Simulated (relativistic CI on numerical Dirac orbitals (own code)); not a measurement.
## Hyperfine structure of Eu22+, mass number 151

Calculated at this level of theory: Dirac-Coulomb-Breit CI, separate exchange-only KLI orbitals for each configuration, a model potential for QED, unscaled Slater integrals (own radial code, finite nucleus).

CI space (outside the closed core [Ar] 3d10): 4s2 4p6 4d5, 4s2 4p5 4d6, 4s2 4p6 4d4 4f, 4s 4p6 4d5 4f, 4p6 4d7, 4p5 4d8, 4s2 4p6 4d3 5s2, 4s2 4p6 4d2 4f 5s2, 4s 4p6 4d3 4f 5s2. Double excitations out of closed p, d and f shells are left out; levels of such configurations are missing from the list, as are those of other unlisted configurations, and high levels can miss mixing partners.

Nuclear spin I = 5/2, μ = 3.4635 μN, Q = 0.903 b (tables of Stone and Pyykkö). The electronic factors are computed for point nuclear moments, without core polarisation or the Bohr-Weisskopf and QED corrections.

```
              Level   E (eV)  A (MHz)  B (MHz)
4s2 4p6 4d5 4G_11/2   9.3105     8765     -176
 4s2 4p6 4d5 4G_9/2  10.1560     7963     6220
 4s2 4p6 4d5 4P_1/2  11.0032    -2557         
4s2 4p6 4d5 2I_11/2  14.8555     9155      442
 4s2 4p6 4d5 2D_3/2  15.2883    14730    -5860
 4s2 4p6 4d5 4D_1/2  15.7078    18430
```

Levels with J = 0, under 50 % of one LS term, or S terms without an open s electron are left out. Small factors come from cancelling terms and can be off by tens of per cent or more.

At this charge energies of transitions that change n are usually good to better than 1 %, and those within a shell (Δn = 0) to a few per cent. Terms inside the open d or f shell come out 10 to 20 % too wide with unscaled integrals.

(1) Give the hyperfine levels of 4s2 4p6 4d5 4G_11/2 relative to its centre of gravity.

## Answers

(1) With K = F(F + 1) − I(I + 1) − J(J + 1), E = AK/2 + B[¾K(K + 1) − I(I + 1)J(J + 1)]/[2I(2I − 1)J(2J − 1)]: F = 3: -142500, F = 4: -107400, F = 5: -63520, F = 6: -10910, F = 7: 50430, F = 8: 120500 MHz.

LS names give the leading component of a level, which can be under half, so a name can repeat, a term be missing and a line seem to break the LS rules.
